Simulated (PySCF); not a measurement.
**Relaxation of quartet IrF₃⁺**

All numbers come from UPBE0 in PySCF with Ir def2-TZVP with ECP60, F def2-TZVP; scalar-relativistic core potentials, no spin–orbit coupling; density-fitted integrals. A (50,194) grid was used.

A hand-made T-shaped start, of C2v symmetry, held to at least that symmetry:

Coordinates in bohr (charge 1 multiplicity 4):
```
Ir    0.0000    0.0000   -0.2801
F     0.0000    0.0000    3.1645
F     3.4425    0.0000   -0.1599
F    -3.4425    0.0000   -0.1599
```

**Question.** What does it relax to?

**Answer.** It ends at C2v with Ir–F 1.802 Å (×2), Ir–F 1.819 Å; F–Ir–F 97.1° (×2), F–Ir–F 165.9°. A frequency run shows a minimum. Other isomers or separated fragments may lie lower.

**Question.** How much energy is released, and in how many steps?

**Answer.** 22.3 kJ/mol in 5 steps.

With open d or f shells other occupations or spin states may lie lower. With an element this heavy the missing spin–orbit coupling can shift these numbers.

The relaxation took roughly 3 core-minutes on a shared host.
